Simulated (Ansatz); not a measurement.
Stepwise reaction of `CNB(C)C` with hydrogen chloride, as a gas-phase model of exchange steps in deposition or etching. ΔE in kJ/mol.

Computed with Ansatz on PBE0-D4/def2-TZVP structures; ΔE is electronic, products minus reactants. CCSD(T)/CBS adds triple-zeta CCSD(T) − MP2 to the extrapolated MP2 energy (def2 sets, frozen cores). This one scheme is used for every species. DFT in def2-TZVPP. B3LYP here is the variant with VWN-RPA as its local correlation; programs differ in this. Each species was taken in one conformer, which may not be the lowest.

```
step                            reaction  PBE-D4  B3LYP-D4  ωB97M-V  CCSD(T)/CBS
   1  `CNB(C)C` + HCl → `CNB(C)Cl` + CH₄  -102.6    -104.8   -103.6       -102.3
```

(1) Give the row of step 2, `CNB(C)Cl` + HCl → `CNB(Cl)Cl` + CH₄. (Best estimate.)

(2) By hand: ΔE of the 2 steps together at CCSD(T)/CBS.

Answers

(1) Computed: 
```csv
step,reaction,PBE-D4,B3LYP-D4,ωB97M-V,CCSD(T)/CBS
2,`CNB(C)Cl` + HCl → `CNB(Cl)Cl` + CH₄,-79.1,-79.6,-77.5,-75.8
```

(2) (-102.3) + (-75.8) = -178.1 kJ/mol, or -89.0 kJ/mol a step.

In ΔE each step is higher than the one before. All are downhill at CCSD(T)/CBS. PBE-D4 differs from CCSD(T)/CBS by -3.3 to -0.3 kJ/mol a step. Isolated molecules leave out the surface, adducts and barriers. Largest T1 diagnostic: 0.011.
